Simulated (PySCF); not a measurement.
**ClWN at several levels of theory**

All levels use the PBE0 minimum (triplet; W–Cl 2.270 Å, W–N 1.655 Å; Cl–W–N 108.8°), basis [W def2-TZVP with ECP60, N def2-TZVP, Cl def2-TZVP], scalar-relativistic core potentials, density fitting, no spin–orbit coupling, PySCF. For vertical energies the ionised species is a doublet (spins chosen at PBE0 and kept) and the electron-attached one a quartet. Atomisation goes to high-spin ground-configuration atoms, without zero-point energy. Open shells are unrestricted, also as the reference of the correlated levels. A dash marks a value that was not computed or is not defined at that level.

| level | atomisation (kJ/mol) | vertical IP (eV) | vertical EA (eV) | −ε(HOMO) (eV) | dipole (D) |
| --- | --- | --- | --- | --- | --- |
| PBE0 | 1010 | 8.68 | 1.62 | 6.67 | 4.37 |
| HF | 445 | 8.25 | 1.37 | 9.57 | 4.93 |
| MP2 | 991 | 9.00 | 2.10 | – | – |
| PBE | 1115 | 8.47 | 1.45 | 5.26 | 3.87 |

Spin contamination in at least one species weakens the values at: HF, MP2.

Without diffuse functions attachment energies tend to come out too low.

Other spin states or occupations of the open shell can lie lower. No spin–orbit coupling is included, which matters more the heavier the element.
